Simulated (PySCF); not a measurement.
Electron correlation in P(2+) (phosphorus, charge +2)

[Ne] 3s2 3p1, 2P determinant. Calculation: PySCF 2.14, in x2c-TZVPPall with one added diffuse shell each of s, p, d type (6s6p4d1f, 51 functions); scalar relativity by spin-free X2C-1e. Frozen: 1s2; 11 electrons correlated.

| level | correlation energy (mhartree) |
| --- | --- |
| CCSD | -223.21 |
| (T) | -2.73 |
| CCSD(T) | -225.94 |

Diagnostics: T1 = 0.0072, D1 = 0.0294, largest double amplitude 0.101.

Cost of the coupled-cluster step: roughly 10 core-seconds, for 11 correlated electrons.

This basis was not built for core-valence correlation, so the inner-shell part is incomplete.
